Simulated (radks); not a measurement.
Values are calculated unless marked as measured or tabulated.
Spin polarisation of the 3d3 shell in V. Start: [Ar] 3d(up 1.5, down 1.5) 4s2; electrons of 3d are moved from spin down to spin up, other shells keep equal spins. Level of theory: non-relativistic Kohn-Sham, r2SCAN, spin-polarised, spherical densities, point nucleus; meta-GGA in the generalised Kohn-Sham scheme (a radial shooting solver on a logarithmic mesh with Libxc functionals).

| moment (Bohr magnetons) | E - E(0) (eV) | e(3d up) (eV) | e(3d down) (eV) | 4s down minus up (eV) |
|---|---|---|---|---|
| 0 | 0.000 | -5.233 | -5.233 | 0.000 |
| 0.75 | -0.158 | -5.627 | -4.786 | 0.183 |
| 1.5 | -0.630 | -5.964 | -4.286 | 0.370 |
| 2.25 | -1.415 | -6.240 | -3.729 | 0.570 |
| 3 | -2.511 | -6.444 | -3.115 | 0.795 |

At moment 3 the spin-polarisation energy is -2.511 eV and the 3d exchange splitting 3.329 eV, that is 1.110 eV per Bohr magneton; E = -I m^2/4 would give I = 1.116 eV.
